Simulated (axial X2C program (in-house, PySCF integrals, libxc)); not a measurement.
# Which molecule has these constants?

Calculated with an in-house all-electron X2C program for linear molecules (integrals from PySCF), spin-free (one-electron X2C) or two-component (2c: spin–orbit coupling with atomic mean-field Coulomb and Gaunt terms, which also bring small scalar terms), in Dyall basis sets with cores contracted in-house; open shells are unrestricted.

A two-component PBE0 calculation in a Dyall 3-zeta basis gave Re = 1.809 Å, ωe = 897.4 cm⁻¹, De = 3.85 eV, Ω = 1/2.

**Question.** Which molecule is it?
A. SrS⁻
B. MgS⁻
C. BeS⁻
D. CaS⁻

**Answer.** C. The others have CaS⁻ 2.395 Å and 418.1 cm⁻¹ (Ω = 1/2); MgS⁻ 2.211 Å and 483.9 cm⁻¹ (Ω = 1/2); SrS⁻ 2.517 Å and 348.5 cm⁻¹ (Ω = 1/2).

Each entry is the lowest single determinant of a limited PBE0 search at one distance. De goes to single-determinant-based atoms at the same level (for ions the charge split of lowest energy) and is withheld (n/a) where an atom does not fit its ground term or J level. Main or longest-lived isotopes. Some light 2c atoms are not at their ground J level, so De misses part of their lowering (0.04 eV or less). The functionals have no current term, which raises determinants with orbital currents.
